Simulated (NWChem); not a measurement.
Species: C3H5BO; SMILES C1B(CC=1)O

```xyz
10

O      0.1128    -1.8960     0.0000
B      0.0584    -0.5498     0.0000
C      1.1281     0.5739     0.0000
C      0.1097     1.4657     0.0000
C     -1.1139     0.5608     0.0000
H     -0.7606    -2.3015     0.0000
H      2.2049     0.7553     0.0000
H      0.1322     2.5657     0.0000
H     -1.7570     0.6477    -0.8932
H     -1.7570     0.6477     0.8932
```
Atoms are numbered in this order, from 1.

Results from NWChem. All runs use the structure optimised with PBE0/def2-SVP.

Predict the results for TPSSh/def2-SVP. Quantities: highest occupied level (eV); orbital gap (eV); dipole (D).

The highest occupied level (eV) is -6.89. The orbital gap (eV) comes out as 5.97 and the dipole (D) is 1.44.
